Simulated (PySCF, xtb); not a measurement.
C₂H₁₂OSi₃, SMILES CO[Si@@H]([SiH3])C[SiH3].

GFN2-xTB run with xtb 6.7.1 at its own geometry gives an orbital gap of 4.44 eV and a dipole moment of 2.01 D.

Coordinates come from a B3LYP-D3(BJ)/def2-SVP optimisation. The structure was generated by enumeration; whether it is a known compound was not checked. Other conformers were not sampled.

Problem. What does r2SCAN/def2-TZVP run with PySCF give? (Estimate from the structure and the level; the computed values follow.)

Solution. gap 6.10 eV (levels -6.82 and -0.72 eV), dipole 1.76 D.
